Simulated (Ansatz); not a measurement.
A trace of molecular dynamics of AlH$_{5}$OSn (8 atoms, charge 0, multiplicity 1).

Method: Ansatz 0.2.0, RKS BLYP-D4/def2-SVP.

- ensemble: NVE (velocity Verlet)
- starting velocities drawn for: 1000 K
- seed: 395321

| time (fs) | T (K) | potential energy less start (eV) | conserved less start (meV/atom) |
| --- | --- | --- | --- |
| 0.0 | 1000 | 0.000 | 0.00 |
| 3.0 | 498 | 0.393 | 0.42 |
| 6.0 | 691 | 0.240 | 0.06 |
| 9.0 | 648 | 0.275 | 0.19 |
| 12.0 | 248 | 0.586 | 0.33 |
| 15.0 | 262 | 0.575 | 0.33 |
| 18.0 | 700 | 0.234 | 0.17 |
| 21.0 | 717 | 0.220 | 0.05 |
| 24.0 | 444 | 0.435 | 0.42 |
| 27.0 | 897 | 0.080 | 0.01 |
| 30.0 | 521 | 0.374 | 0.28 |
| 33.0 | 238 | 0.593 | 0.34 |
| 36.0 | 401 | 0.466 | 0.28 |
| 39.0 | 691 | 0.240 | 0.11 |
| 42.0 | 386 | 0.478 | 0.28 |
| 45.0 | 564 | 0.339 | 0.14 |
| 48.0 | 780 | 0.172 | 0.12 |
| 51.0 | 401 | 0.467 | 0.31 |
| 54.0 | 301 | 0.544 | 0.30 |
| 57.0 | 516 | 0.377 | 0.26 |
| 60.0 | 707 | 0.227 | 0.01 |
| 63.0 | 228 | 0.602 | 0.49 |
| 66.0 | 661 | 0.263 | 0.00 |
| 69.0 | 595 | 0.316 | 0.23 |
| 72.0 | 325 | 0.526 | 0.30 |
| 75.0 | 345 | 0.511 | 0.32 |

Problem. Can this run be trusted? Judge the integration.

Solution. The conserved energy stayed within 0.5 meV per atom of its start (net change 0.32 meV per atom), so the integration is sound. The temperature averaged 0.50 of the 1000 K drawn at the start: a run that starts near a minimum puts about half its kinetic energy into the potential. A run of 0.075 ps of so small a system gives no equilibrium averages. The time step was 0.5 fs.

The run took 3.3 min on 1 thread of Arm Neoverse V2, on a shared host, peak memory 0.1 GiB.
